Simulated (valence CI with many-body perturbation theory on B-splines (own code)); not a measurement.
# Sensitivity of CI+MBPT for Hg⁴⁰⁺

Calculated by relativistic CI+MBPT: four valence electrons over a frozen Dirac-Fock core [Kr], radial functions for each j: 6 s, 6 p, 5 d, 5 f, 1 g, with the one-electron correlation potential Σ1, the two-electron term Σ2, the three-electron term Σ3, Breit, model QED; selected CI, second order for the rest, scaled by the run's own slope (own B-spline code, finite nucleus).

The last digits are not significant, and no measured levels were compared; by estimate large intervals hold to a few tenths of a per cent, small ones and those within an open d or f shell to about a per cent. Only levels of the ground parity were solved; by the run's estimate the other parity begins above the list, which can be wrong where configurations are misplaced.

The reference run has the lowest level (4d3/2^4) J=0 and an ionisation energy of 1929.91 eV. Its largest variational space holds 8660 state functions.

Levels are named by their leading jj configuration (3d3/2^4 stands for four electrons in 3d with j = 3/2), which in mixed levels can hold well under half, so a name can repeat and another be missing. Letters in brackets count levels of one name in rising energy.

Changed runs:
A. selection threshold (hartree) 2e-08 → 1e-05
B. Breit term on → off; QED terms on → off
C. scale of Σ1 1 → 0; scale of Σ2 1 → 0; three-electron term on → off
D. correlating orbitals by l 3 3 3 3 1 → 2 2 1 1 0; natural orbitals for correlation on → off (bad on purpose)

Excitation energies of the reference run in cm⁻¹, and shifts in cm⁻¹:

| Level | Reference | A | B | C | D |
| --- | --- | --- | --- | --- | --- |
| (4d3/2^3 4d5/2) J=1 | 190316 | +2.8 | +3778 | -2073 | -562 |
| (4d3/2^3 4d5/2) J=4 | 235428 | +35 | +5166 | +1935 | +112 |
| (4d3/2^3 4d5/2) J=2 | 241469 | +24 | +4530 | +424 | +182 |
| (4d3/2^3 4d5/2) J=3 | 253308 | +16 | +4600 | +2009 | +352 |
| (4d3/2^2 4d5/2^2) J=0 [a] | 412434 | +0.5 | +7260 | -3228 | -603 |
| (4d3/2^2 4d5/2^2) J=2 [a] | 415074 | +11 | +7451 | -2095 | -216 |
| (4d3/2^2 4d5/2^2) J=4 [a] | 424558 | +6.3 | +8700 | -1014 | -439 |
| (4d3/2^2 4d5/2^2) J=3 [a] | 428783 | +15 | +8107 | -445 | -307 |
| (4d3/2^2 4d5/2^2) J=5 | 445713 | +0.3 | +9335 | +1820 | -50 |
| (4d3/2^2 4d5/2^2) J=6 | 458581 | +0.8 | +10271 | +2996 | +119 |
| (4d3/2^2 4d5/2^2) J=1 | 458832 | -0.3 | +7848 | -473 | +334 |
| (4d3/2^2 4d5/2^2) J=3 [b] | 471778 | +25 | +8407 | +2082 | +620 |
| Ionisation energy (eV) | 1929.91 | +0.0011 | +1.30 | -5.33 | -0.17 |
